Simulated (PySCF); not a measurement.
A structure optimised at PBE-D3(BJ)/def2-SVP, used in a PySCF frequency run:

```xyz
8

Al     0.5191     0.1592     0.0000
F      1.9585     1.0135     0.0000
Cl    -1.2680     1.2767     0.0000
C      0.4535    -1.7709     0.0000
C     -0.7349    -2.4163     0.0000
H      1.3752    -2.3824     0.0000
H     -0.8098    -3.5194     0.0000
H     -1.6956    -1.8705     0.0000
```

Write its SMILES, formula and point group.

C=[CH][Al]([F])[Cl], C₂H₃AlClF, Cs

What are its rotational constants (standard atomic weights)?

3.3391, 2.4457, 1.4117 GHz
